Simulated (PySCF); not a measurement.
Compound: Ti(OH)Me3, C3H10OTi (singlet state).
Structure used (PBE0-D3(BJ)/def2-SVP), in Å, numbered top down from 1:
```
atom  x, y, z in Å
Ti1    0.006   -0.012    0.391
O2     0.040   -0.075    2.138
H3     0.065   -0.155    3.092
C4     1.912   -0.011   -0.394
H5     1.819    0.066   -1.492
H6     2.440   -0.948   -0.147
H7     2.505    0.843   -0.025
C8    -0.962    1.686   -0.267
H9    -0.995    1.660   -1.370
H10   -0.421    2.593    0.055
H11   -1.993    1.729    0.122
C12   -0.978   -1.644   -0.396
H13   -2.031   -1.666   -0.067
H14   -0.489   -2.587   -0.099
H15   -0.950   -1.555   -1.497
```

Theory: PBE0-D3(BJ)/def2-SVP geometry optimisation, gas phase (PySCF 2.14.0).

Task: Which atoms are bound to Ti1, and at what distances?

Result: 4 atoms: O2 1.749 Å, C4 2.061 Å, C12 2.061 Å, C8 2.062 Å. The nearest atom not counted as bound is H5, at 2.62 Å (others tie with it).

Task: List the angles at Ti1.

Result: 
| angle | degrees | distance of the outer atoms (Å) |
| --- | --- | --- |
| O2–Ti1–C4 | 111.2 | 3.15 |
| O2–Ti1–C12 | 111.2 | 3.15 |
| O2–Ti1–C8 | 110.9 | 3.14 |
| C4–Ti1–C8 | 108.2 | 3.34 |
| C8–Ti1–C12 | 107.8 | 3.33 |
| C4–Ti1–C12 | 107.3 | 3.32 |

Task: What is the shape at Ti1?

Result: Tetrahedral: angles from 107.3° to 111.2°; τ4 = (360° − α − β)/141° = 0.98 with α and β the two widest (0 for a square, 1 for a tetrahedron).

Task: What are the other bond lengths?

Result: O2–H3 0.957 Å; C4–H5 and 8 like bonds 1.104 Å.

Charge 0, singlet. Whether it is a minimum is left open (no frequencies).
